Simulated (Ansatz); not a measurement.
Program: Ansatz 0.2.0.

Basis-set series for `[SiH2][GeH3]` radical. Charge 0, multiplicity 2. All single points use the PBE0-D4/def2-TZVP geometry.

```
functional       basis  functions  energy (Eh)  HOMO (eV)  LUMO (eV)
   PBE0-D4  def2-TZVPP        160  -2369.06708      -6.27      -2.68
   PBE0-D4  def2-QZVPP        309  -2369.12188      -6.27      -2.69
   ωB97M-V  def2-TZVPP        160  -2369.28905      -7.97      -1.07
   ωB97M-V  def2-QZVPP        309  -2369.34243      -7.98      -1.13
```

(1) Give the rows for def2-SVP. (Estimate.)

## Answers

(1) The calculation gave: 
| functional | basis | functions | energy (Eh) | HOMO (eV) | LUMO (eV) |
| --- | --- | --- | --- | --- | --- |
| PBE0-D4 | def2-SVP | 75 | -2368.70307 | -6.25 | -2.65 |
| ωB97M-V | def2-SVP | 75 | -2368.92377 | -7.93 | -0.96 |

HOMO and LUMO are taken over both spins. Scalar relativity is left out up to krypton.
